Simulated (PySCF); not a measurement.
TaI2, SMILES [I][Ta][I] (connectivity only; charge and spin as stated), neutral, multiplicity 4.

Geometry: PBE-D3(BJ)/def2-SVP. The spin state was assumed, not searched. The def2 effective core potentials stand for the cores of I, Ta; spin–orbit coupling is left out.

These are PBE-D3(BJ)/def2-SVP (PySCF) values and carry that method's errors.

Frequencies are harmonic and unscaled.

Modes within 1.5 cm⁻¹ of each other (mostly degenerate sets) share a row, with their intensities summed.

```json
[
 {"mode": "1–2", "ν (cm⁻¹)": "11", "IR (km/mol)": "0.4", "moving atoms (share of kinetic energy)": "Ta 58 %, I 42 %"},
 {"mode": "3", "ν (cm⁻¹)": "158", "IR (km/mol)": "0.0", "moving atoms (share of kinetic energy)": "I 100 %"},
 {"mode": "4", "ν (cm⁻¹)": "221", "IR (km/mol)": "54.4", "moving atoms (share of kinetic energy)": "Ta 58 %, I 42 %"}
]
```
